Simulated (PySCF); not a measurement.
Ga(NHMe)(OH)2 (CH6GaNO2), SMILES C[NH][Ga]([OH])[OH].

Geometry optimised at B3LYP-D3(BJ)/def2-SVP. Other conformers were not sampled.

Method: PySCF with B3LYP/def2-TZVP.

Symmetry labels are those of the subgroup Cs that the program uses (full group Cs).

Computed valence orbital energies around the gap with their symmetry:
```tsv
orbital	symmetry	energy (eV)
HOMO−7	A'	-11.63
HOMO−6	A"	-11.51
HOMO−5	A'	-10.22
HOMO−4	A'	-9.09
HOMO−3	A'	-8.94
HOMO−2	A"	-8.94
HOMO−1	A"	-8.29
HOMO	A"	-6.54
LUMO	A'	-0.82
LUMO+1	A"	0.40
LUMO+2	A'	0.90
LUMO+3	A'	1.13
```
